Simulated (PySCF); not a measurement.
SMILES C[CH]CC(C)O (C₅H₁₁O), doublet (GFN2-xTB optimised geometry):

```
17

C     -0.356     1.374     0.000
C      0.346     0.073     0.000
C     -0.353    -1.185    -0.330
C     -0.432    -1.435    -1.860
C     -1.286    -2.665    -2.169
O      0.891    -1.598    -2.324
H     -0.240     1.896    -0.959
H      0.055     2.037     0.763
H     -1.422     1.244     0.179
H      1.422     0.073     0.000
H      0.177    -2.037     0.100
H     -1.377    -1.165     0.050
H     -0.886    -0.550    -2.336
H     -1.336    -2.833    -3.244
H     -0.852    -3.545    -1.699
H     -2.297    -2.528    -1.795
H      0.867    -1.831    -3.258
```

Level of theory: PySCF with unrestricted B3LYP/def2-SVP.

What are the frontier orbital energies (α orbitals alone; a β orbital can be the lowest empty one) and the dipole moment?

HOMO-2 -8.71 eV, HOMO-1 -7.28 eV, HOMO -4.82 eV, LUMO 1.23 eV, LUMO+1 2.09 eV; dipole moment 1.65 D.

On the same geometry unrestricted PBE/def2-SVP (PySCF) gives HOMO-2 -7.38 eV, HOMO-1 -5.83 eV, HOMO -3.76 eV, LUMO 0.69 eV, LUMO+1 1.56 eV; dipole moment 1.61 D.

Meta-Löwdin charges at B3LYP/def2-SVP: C1 -0.29, C2 -0.10, C3 -0.17, C4 0.17, C5 -0.30, O6 -0.52, H7 0.10, H8 0.10, H9 0.09, H10 0.09, H11 0.09, H12 0.08, H13 0.06, H14 0.09, H15 0.10, H16 0.10, H17 0.31.
